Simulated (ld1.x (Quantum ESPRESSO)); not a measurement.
# Pseudopotential generation for ytterbium: ultrasoft, PBE, fully relativistic.

Yb, ultrasoft, made with ld1.x (Quantum ESPRESSO) 7.5 (PBE, fully relativistic). Core [Kr] 4d10, reference 4f14 5s2 5p6 5d0 6s2 6p0. Waves: 5s (bound): rcut 2.00, rcutus 2.10 bohr; 6s (bound): rcut 2.00, rcutus 2.10 bohr; 5p (bound): rcut 2.10, rcutus 2.55 bohr; 6p (bound, empty): rcut 2.10, rcutus 2.55 bohr; 5d (bound, empty): rcut 2.30, rcutus 3.20 bohr; 5d channel at 2.05 Ry: rcut 2.30, rcutus 3.20 bohr; 4f (bound): rcut 1.10, rcutus 1.20 bohr; 4f channel at 0.95 Ry: rcut 1.10, rcutus 1.20 bohr. Local part: all-electron potential smoothed inside 3.05 bohr (lloc = -1). Core correction: none. Augmentation charge: built from norm-conserving waves at rcut, not smoothed further.

Open shells are filled in proportion to 2j + 1 (rel_dist='average').

Poles of the logarithmic derivatives, all-electron (AE) and pseudo (PS). s: poles at 0.9 (AE) and -4.2, 1.7 (PS) Ry. p1/2: poles at -2.3, 1.6 (AE) and -2.5, 2.3, 3.6 (PS) Ry. p3/2: poles at -1.9, 1.9 (AE) and -2.0, 3.5 (PS) Ry. d3/2: poles at 0.3, 3.6 (AE) and 0.3, 3.0 (PS) Ry. d5/2: poles at 0.4, 3.7 (AE) and 0.4, 3.1 (PS) Ry. f5/2: poles at -0.3, 2.5 (AE) and 2.4 (PS) Ry. f7/2: poles at -0.2, 2.5 (AE) and 2.4 (PS) Ry. Test radius 3.52 bohr.

* Configuration tests: test run stopped at test 5 of 7 (negative rho)
* Lowest eigenvalue of the overlap operator: 0.02 (s channel)

A Bessel basis up to 400 Ry misses an occupied level by 3.64 Ry, so cutoffs and ghosts were not judged. The potential misses its own reference levels by up to 2.1 eV, so it is not fit for use.
